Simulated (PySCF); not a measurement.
Species: C₉H₁₄Si.
Numbering: `[CH3:1][Si:2]([CH3:3])([CH3:4])[c:5]1[cH:6][cH:7][cH:8][cH:9][cH:10]1` (hydrogens: H11, H12, H13 on C1; H14, H15, H16 on C3; H17, H18, H19 on C4; H20 on C6; H21 on C7; H22 on C8; H23 on C9; H24 on C10)

Torsions of this conformer, `[CH3:1][Si:2]([CH3:3])([CH3:4])[c:5]1[cH:6][cH:7][cH:8][cH:9][cH:10]1`: C1–Si2–C5–C6 2°.

The closed-shell ground state was solved at several levels (PySCF, density fitting, gas phase, non-relativistic). Geometry: PBE0-D3(BJ)/def2-SVP; no solvent, vibrations or thermal averaging.

| level | basis functions | HOMO (eV) | LUMO (eV) | gap (eV) | dipole (D) |
| --- | --- | --- | --- | --- | --- |
| wB97X-D/pcSseg-1 | 247 | -8.92 | 1.29 | 10.21 | 0.13 |
| PBE0/pcSseg-1 | 247 | -7.16 | -0.42 | 6.74 | 0.13 |

Problem. What might CAM-B3LYP/def2-SVPD (316 basis functions) give for the same quantities?

Solution. HOMO -8.35 eV, LUMO 0.62 eV, gap 8.97 eV, dipole 0.13 D.

Problem. Over all these levels, which gives the widest orbital gap and which the narrowest?

Solution. wB97X-D/pcSseg-1 (range-separated hybrid) has the widest, 10.21 eV, and PBE0/pcSseg-1 (global hybrid, 25 % exact exchange) the narrowest, 6.74 eV. The two share the basis. From the narrowest to the widest the HOMO moves by -1.76 eV and the LUMO by +1.71 eV.

Problem. How far do the dipole and the HOMO energy spread over the levels?

Solution. The dipole runs from 0.13 to 0.13 D (mean 0.13 D) and the HOMO from -8.92 to -7.16 eV.
